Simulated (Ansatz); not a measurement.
Ansatz (an electronic-structure program) job for C₂H₅BBrN, SMILES BrB(N)C=C, PBE0/def2-SVPD. The structure is a stationary point at PBE0-D3(BJ)/def2-SVP. This is a generated structure with no PubChem entry under its InChIKey; it may be hypothetical. One conformer was computed; it need not be the lowest.

Ansatz 0.2 input:
```yaml
crystal:
  periodic: [false, false, false]
  atoms:
    - {symbol: B, position_ang: [-0.52329791, 0.23486938, -0.32371101]}
    - {symbol: Br, position_ang: [0.99356633, 0.04271870, 0.87835738]}
    - {symbol: C, position_ang: [-0.56930538, -0.63689730, -1.61476876]}
    - {symbol: C, position_ang: [-1.70981265, -1.05970327, -2.17646415]}
    - {symbol: H, position_ang: [0.37716679, -0.96487392, -2.06070363]}
    - {symbol: H, position_ang: [-1.72454814, -1.69792739, -3.06623705]}
    - {symbol: H, position_ang: [-2.68971564, -0.80275113, -1.75701851]}
    - {symbol: N, position_ang: [-1.51928431, 1.13885194, 0.02823030]}
    - {symbol: H, position_ang: [-1.50526661, 1.67147320, 0.88760720]}
    - {symbol: H, position_ang: [-2.30627014, 1.33221757, -0.57781604]}
basis:
  gaussian:
    orbitals: def2-SVPD
hamiltonian:
  xc: {name: PBE0}
```

Output:

```
Functional definition: PBE0
integrals: 0.10 GiB planned
1469 factors; their error is unknown
mean field: 0.87 GiB planned
mean field evaluation 1: about -74337.9494 eV, gradient 5.7e1 eV
mean field evaluation 2: about -74332.5473 eV, gradient 7.3e1 eV
mean field evaluation 4: about -74345.3181 eV, gradient 3.5e0 eV
mean field evaluation 8: about -74345.4802 eV, gradient 2.6e-1 eV
mean field evaluation 16: about -74345.4803 eV, gradient 5.3e-5 eV
mean field -74345.48028128 eV, -2732.1460071604 hartree, gradient 5.3e-5 eV, S^2 0.000000; 0 other end points of the search recorded, 0 dependent functions left out
reference -74345.48032008 eV, -2732.1460085865 hartree; 32, 32 occupied and 129, 129 virtual orbitals, 1469 factors
Total energy: -74345.48032008 eV, -2732.1460085865 hartree
```

Self-consistency was reached.

Cost: around 8 core-seconds (rough).
